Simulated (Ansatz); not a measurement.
H3AlNS, SMILES `[NH2][Al-][SH]` (lower singlet) (charge -1, multiplicity 1). This singlet lies 1.67 eV below the relaxed triplet at the level frozen-core CCSD(T)/aug-cc-pVDZ // PBE0-D3(BJ)/def2-TZVPD (Ansatz, a first-principles code).

The numbers are results of B3LYP/aug-cc-pVTZ // PBE0-D3(BJ)/def2-TZVPD (Ansatz), not measurements.

Ansatz 0.2 input:
```yaml
crystal:
  periodic: [false, false, false]
  atoms:
    - { symbol: N, position_ang: [-1.040655, -0.059047, -0.050599] }
    - { symbol: Al, position_ang: [-0.050364, 1.419856, 0.420344] }
    - { symbol: S, position_ang: [2.109561, 0.448186, 0.199827] }
    - { symbol: H, position_ang: [-0.704427, -0.976963, -0.31349] }
    - { symbol: H, position_ang: [-2.049948, -0.042202, -0.077441] }
    - { symbol: H, position_ang: [1.735834, -0.789831, -0.178643] }
basis:
  gaussian: { orbitals: aug-cc-pVTZ }
hamiltonian:
  xc: b3lyp
total_charge: -1
```

Output:

```
Functional definition: B3LYP
1098 factors; their error is unknown
mean field evaluation 1: about -18972.4748 eV, gradient 4.4e1 eV
mean field evaluation 2: about -18954.7711 eV, gradient 9.0e1 eV
mean field evaluation 4: about -18976.3268 eV, gradient 5.0e0 eV
mean field evaluation 8: about -18976.4051 eV, gradient 4.5e-2 eV
mean field evaluation 16: about -18976.4399 eV, gradient 3.7e-5 eV
mean field -18976.43990189 eV, -697.3713037015 hartree, gradient 4.1e-5 eV, S^2 0.000000; 0 other end points of the search recorded, 0 dependent functions left out
reference -18976.44012430 eV, -697.3713118750 hartree; 20, 20 occupied and 195, 195 virtual orbitals, 1098 factors
Total energy: -18976.44012430 eV, -697.3713118750 hartree
```
